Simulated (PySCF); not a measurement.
Al(F)(Me)(OSiH3) (CH₆AlFOSi), SMILES [CH3][Al]([F])[O][SiH3].

Geometry: PBE0-D3(BJ)/def2-SVP. Other conformers were not sampled.

All values below come from TDDFT-M06-2X/def2-SVPD run with PySCF 2.14.0.

Vertical excitations. Isolated molecule, no solvent.

Problem. Estimate the UV-visible absorptions. (The exact figures need the calculation; the answer reports its results.)

Solution. 
```tsv
state	energy (eV)	λ (nm)	f	main pairs
S1	7.16	173	0.043	HOMO→LUMO 80 %
S2	7.28	170	0.001	HOMO−1→LUMO 70 %, HOMO−1→LUMO+3 12 %
S3	7.50	165	0.173	HOMO−2→LUMO 84 %
S4	7.56	164	0.021	HOMO→LUMO+1 64 %, HOMO−2→LUMO+1 25 %
S5	8.00	155	0.014	HOMO−2→LUMO+1 64 %, HOMO→LUMO+1 22 %, HOMO−3→LUMO+1 10 %
S6	8.28	150	0.128	HOMO−1→LUMO+1 89 %
S7	8.44	147	0.019	HOMO→LUMO+2 44 %, HOMO→LUMO+5 9 %, HOMO−2→LUMO+2 8 %, HOMO→LUMO+3 7 %
S8	8.51	146	0.011	HOMO−1→LUMO+2 56 %, HOMO−1→LUMO+5 12 %, HOMO−1→LUMO 12 %
S9	8.77	141	0.122	HOMO→LUMO+2 30 %, HOMO→LUMO+3 27 %, HOMO−3→LUMO 10 %, HOMO→LUMO+5 7 %
S10	8.86	140	0.087	HOMO−1→LUMO+3 26 %, HOMO−1→LUMO+2 23 %, HOMO−1→LUMO+5 18 %, HOMO−4→LUMO 5 %
T1	6.61	187	0	HOMO→LUMO 45 %, HOMO−2→LUMO 34 %
T2	6.88	180	0	HOMO−2→LUMO+1 56 %, HOMO→LUMO+1 38 %
T3	7.04	176	0	HOMO−1→LUMO 57 %, HOMO−1→LUMO+3 13 %
T4	7.05	176	0	HOMO−2→LUMO 34 %, HOMO→LUMO 23 %, HOMO→LUMO+3 12 %, HOMO−1→LUMO 8 %
```
Triplets are in the Tamm–Dancoff approximation, which puts them higher than full response would, so one can lie above its singlet here.
